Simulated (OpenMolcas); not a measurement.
# Cu2+ in a point-charge field

Cu2+ among 4 point charges of -2 e arranged as a tetrahedron (Td), 1.8 Å from the ion.
```
   1.0392    1.0392    1.0392  -2.00
   1.0392   -1.0392   -1.0392  -2.00
  -1.0392    1.0392   -1.0392  -2.00
  -1.0392   -1.0392    1.0392  -2.00
```

| Item | Value |
| --- | --- |
| Program | OpenMolcas |
| Method | CASSCF |
| Basis | ANO-RCC-VTZP [6s5p3d2f1g] |
| Scalar Hamiltonian | DKH2, point nucleus |
| Active space | 9 electrons in 5 orbitals (3d) |
| State averaging | 2S+1 = 2 even, 5 roots |
| Spin-orbit coupling | RASSI with atomic mean-field integrals over the reference wave functions |

The lowest spin-free states (labels of Td), above the lowest:

| State | Degeneracy | E (cm-1) | Free-ion L (%) |
| --- | --- | --- | --- |
| 2T2 | 3 | 0.0 | D (100) |
| 2E | 2 | 1507 | D (100) |

The lowest levels with spin-orbit coupling:

```csv
E (cm-1),Degeneracy,Label,2S+1,g
0.0,2,Γ7,2,1.99 1.99 1.99
630.3,4,Γ8,2,
2914,4,Γ8,2,
```

Powder χT (cm3 K/mol): 0.377 at 2 K, 0.398 at 10 K, 0.506 at 50 K, 0.641 at 100 K, 0.898 at 200 K, 1.09 at 300 K. The effective moment at 300 K is 2.828 √(χT) = 2.96 μB.

The lowest level has 2S+1 = 2, for which the spin-only value is χT = S(S+1) / 2 = 0.375 cm3 K/mol (g = 2). The computed 1.094 at 300 K differs by +0.719, through orbital momentum, spin-orbit coupling and any other state in reach. With a threefold ground state the orbital momentum is unquenched, so the spin-only value is not expected to hold.

The gap between the two states is 10Dq = -1507 cm-1 (negative for this site).

An orbital triplet at a regular site is open to Jahn-Teller coupling, which can distort the site and quench the lowest spin-orbit gaps and is left out. The ground term spreads over less than 5000 cm-1, several times less than with real ligands, so orbital moments are less quenched and χT lies further from the spin-only value than at real sites. This is an electrostatic model: the charges have no orbitals. No measured value stands beside these numbers.

The RASSCF and RASSI steps took 1.9 s on 1 thread of Arm Neoverse V2, with other jobs on the host; the integral step is not counted.
